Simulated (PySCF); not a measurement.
Species: `OCPCCC(F)(F)F`. The columns A, B, C and D hold Mulliken, IAO, Hirshfeld and ESP-fitted charges (e) of one PBE0/pcSseg-1 density (PySCF), in a shuffled order. Coordinates in Å (GFN2-xTB); the density's dipole moment is (-2.08, -1.38, -1.65) D.

```json
{"atom": "O1", "x": "-2.910", "y": "0.958", "z": "0.439", "A": "-0.451", "B": "-0.629", "C": "-0.538", "D": "-0.225"}
{"atom": "C2", "x": "-2.597", "y": "-0.348", "z": "0.032", "A": "-0.146", "B": "+0.114", "C": "-0.210", "D": "-0.039"}
{"atom": "P3", "x": "-1.150", "y": "-0.330", "z": "-1.164", "A": "+0.211", "B": "-0.364", "C": "+0.301", "D": "+0.098"}
{"atom": "C4", "x": "0.155", "y": "0.143", "z": "0.086", "A": "-0.516", "B": "+0.176", "C": "-0.432", "D": "-0.118"}
{"atom": "C5", "x": "1.550", "y": "0.096", "z": "-0.530", "A": "-0.269", "B": "-0.522", "C": "-0.304", "D": "-0.095"}
{"atom": "C6", "x": "2.596", "y": "0.533", "z": "0.476", "A": "+0.788", "B": "+0.609", "C": "+0.811", "D": "+0.262"}
{"atom": "F7", "x": "2.607", "y": "-0.243", "z": "1.572", "A": "-0.275", "B": "-0.209", "C": "-0.288", "D": "-0.095"}
{"atom": "F8", "x": "2.406", "y": "1.790", "z": "0.902", "A": "-0.272", "B": "-0.207", "C": "-0.286", "D": "-0.093"}
{"atom": "F9", "x": "3.838", "y": "0.487", "z": "-0.032", "A": "-0.272", "B": "-0.206", "C": "-0.287", "D": "-0.102"}
{"atom": "H10", "x": "-3.233", "y": "1.461", "z": "-0.318", "A": "+0.235", "B": "+0.443", "C": "+0.351", "D": "+0.166"}
{"atom": "H11", "x": "-3.453", "y": "-0.839", "z": "-0.450", "A": "+0.135", "B": "+0.081", "C": "+0.131", "D": "+0.037"}
{"atom": "H12", "x": "-2.338", "y": "-0.898", "z": "0.940", "A": "+0.143", "B": "+0.088", "C": "+0.151", "D": "+0.047"}
{"atom": "H13", "x": "-0.928", "y": "-1.711", "z": "-1.090", "A": "+0.043", "B": "+0.117", "C": "-0.036", "D": "-0.016"}
{"atom": "H14", "x": "0.098", "y": "-0.517", "z": "0.955", "A": "+0.161", "B": "+0.034", "C": "+0.146", "D": "+0.037"}
{"atom": "H15", "x": "-0.074", "y": "1.162", "z": "0.415", "A": "+0.176", "B": "+0.091", "C": "+0.164", "D": "+0.038"}
{"atom": "H16", "x": "1.803", "y": "-0.917", "z": "-0.851", "A": "+0.151", "B": "+0.194", "C": "+0.161", "D": "+0.050"}
{"atom": "H17", "x": "1.620", "y": "0.763", "z": "-1.392", "A": "+0.158", "B": "+0.190", "C": "+0.166", "D": "+0.049"}
```

Question: Which column most likely holds the ESP-fitted charges?

Answer: B. Σ q r misses the density's dipole by 0.10 D (B), 1.12 D (D), 2.60 D (A), 2.92 D (C). Charges fitted to the outside potential are the only set here that is tied to the molecule's multipoles.

Question: And the Hirshfeld charges?

Answer: D. The mean sizes are 0.092 e (D), 0.251 e (B), 0.259 e (A), 0.280 e (C), and Hirshfeld charges are commonly the smallest of these schemes.

As computed, A = Mulliken, B = ESP-fitted, C = IAO, D = Hirshfeld. Hydrogens on carbon: Mulliken +0.14 to +0.18, ESP-fitted +0.03 to +0.19, IAO +0.13 to +0.17, Hirshfeld +0.04 to +0.05 e.

The Mulliken scheme gives each basis function's population to the atom it is centred on and halves the overlap population of two atoms between them. The IAO scheme counts the electrons in orthogonalised intrinsic atomic orbitals, a minimal basis polarised so that it spans the occupied orbitals exactly.

The structure is a single GFN2-xTB conformer in the gas phase; no vibrational or solvent corrections.

The run behind these numbers computed NMR shieldings as well. Hardware: one thread of an Intel Xeon Platinum 8259CL at 2.50 GHz, shared host. Cost: 55 s (with the writing of density and orbital grids), 0.89 GiB resident at most.
